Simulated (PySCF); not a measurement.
**Correlation energy of Sr (strontium, neutral)**

[Kr] 4d1 5s1, high-spin 3D determinant (an excited configuration). Computed with PySCF 2.14 in aug-cc-pVDZ-X2C (7s6p4d, 45 functions), with scalar relativity by spin-free X2C-1e. Frozen: [Kr]; 2 electrons correlated.

With two correlated electrons CCSD is exact within the correlated space (frozen core and kept virtual orbitals).

| level | correlation energy (mhartree) |
| --- | --- |
| CCSD | -1.47 |

Diagnostics: T1 = 0.0084, D1 = 0.0149, largest double amplitude 0.053.

Cost of the coupled-cluster step: of the order of 0.13 core-seconds, for 2 correlated electrons.
